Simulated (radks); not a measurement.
The numbers below are computed, except where a source is named.
Ho, 67 electrons, occupied as [Xe] 4f9 6s2 6p2 (not the ground configuration).

Code: a radial shooting solver on a logarithmic mesh with Libxc functionals. Model: scalar-relativistic Kohn-Sham, r2SCAN, spin-unpolarised, spherical densities, finite nucleus; meta-GGA in the generalised Kohn-Sham scheme; Fermi nuclear charge, rms radius 5.2022 fm.

Energy parts (hartree):
| part | energy |
|---|---|
| total | -12615.6462 |
| kinetic | 13642.4596 |
| electron-nucleus | -30865.1968 |
| Hartree | 4876.6529 |
| exchange-correlation | -269.5619 |

Orbitals (lengths in bohr, moments of r in powers of bohr):
| orbital | occ. | eigenvalue (hartree) | <r^4> | <1/r> | <r^2> |
|---|---|---|---|---|---|
| 1s | 2 | -2042.889 | 9.267e-07 | 76.04 | 0.0005884 |
| 2s | 2 | -343.2569 | 0.0001448 | 17.70 | 0.009168 |
| 2p | 6 | -304.0706 | 0.0001097 | 16.38 | 0.007445 |
| 3s | 2 | -77.69291 | 0.005475 | 6.532 | 0.06023 |
| 3p | 6 | -65.65800 | 0.005783 | 6.106 | 0.06062 |
| 3d | 10 | -50.37635 | 0.004573 | 5.780 | 0.05076 |
| 4s | 2 | -16.20136 | 0.1327 | 2.751 | 0.3024 |
| 4p | 6 | -12.20932 | 0.1741 | 2.525 | 0.3415 |
| 4d | 10 | -6.79130 | 0.2679 | 2.235 | 0.4064 |
| 4f | 9 | -0.86869 | 1.271 | 1.715 | 0.7138 |
| 5s | 2 | -2.46505 | 4.242 | 1.076 | 1.703 |
| 5p | 6 | -1.46716 | 7.918 | 0.9213 | 2.276 |
| 6s | 2 | -0.27631 | 252.4 | 0.3719 | 12.90 |
| 6p | 2 | -0.11616 | 691.4 | 0.2902 | 20.96 |

The highest occupied level is 6p at -3.161 eV. Summed over all electrons, <r^2> = 98.97 bohr^2, which gives a Langevin (diamagnetic) susceptibility term of -78.4 x 10^-6 cm^3/mol. The electron density at the nucleus is 8.471e+05 e/bohr^3 (large components only).
